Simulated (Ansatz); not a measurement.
Total energies of C2H6AlClSi (`[Cl][Al]1[CH2]C[SiH2]1`).

Z-matrix (Å, degrees):
```
C
Al 1 1.967
C 1 1.555 2 95.3
H 1 1.097 2 108.1 3 113.3
H 1 1.091 2 121.9 3 -122.6
Cl 2 2.101 1 134.0 3 158.3
Si 2 2.411 1 78.9 3 -17.1
H 3 1.094 1 112.9 2 147.2
H 3 1.095 1 109.9 2 -93.4
H 7 1.492 2 115.7 1 -92.2
H 7 1.490 2 128.4 1 123.3
```

The species carries charge 0 and has multiplicity 1. The geometry is a stationary point of PBE0-D4/def2-TZVP. Basis def2-TZVPP, Ansatz 0.2.0.

RPA on PBE orbitals: Hartree–Fock energy of these orbitals -1069.62560 Eh, correlation -1.25668 Eh (frozen core).

```json
{"functional": "revPBE", "energy without D4 (Eh)": "-1071.83211", "D4 term (kJ/mol)": "-72.7"}
{"functional": "r2SCAN", "energy without D4 (Eh)": "-1071.92193", "D4 term (kJ/mol)": "-6.5"}
```

Problem. Give the same for LDA (SPW92), PBE, BLYP, B97M-V, PBE0, B3LYP, r2SCANh, r2SCAN0, HSE06 (plane-wave form), BHLYP, CAM-B3LYP, LC-ωPBE, ωB97X-V, ωB97M-V, B2PLYP, PBE-QIDH. (An estimate is asked.)

Solution. The calculation gave: 
```
             functional  energy without D4 (Eh)  D4 term (kJ/mol)
            LDA (SPW92)             -1067.60154                 –
                    PBE             -1071.46713             -26.5
                   BLYP             -1071.99979             -56.9
                 B97M-V             -1071.80815                 –
                   PBE0             -1071.57100             -22.6
                  B3LYP             -1072.11531             -43.0
                r2SCANh             -1071.91464              -7.0
                r2SCAN0             -1071.90478              -7.8
HSE06 (plane-wave form)             -1071.54567             -21.3
                  BHLYP             -1072.00330             -36.0
              CAM-B3LYP             -1072.02758             -23.4
                LC-ωPBE             -1071.70237                 –
                ωB97X-V             -1071.87924                 –
                ωB97M-V             -1071.94820                 –
                 B2PLYP             -1071.60871                 –
               PBE-QIDH             -1071.30187                 –
```

B3LYP takes the VWN-RPA correlation (the form of Gaussian; ORCA's B3LYP/G). HSE06 is the plane-wave form, built on full-range PBE exchange. The double hybrids freeze the cores in their second-order part.

LC-ωPBE has ω = 0.4 bohr⁻¹.
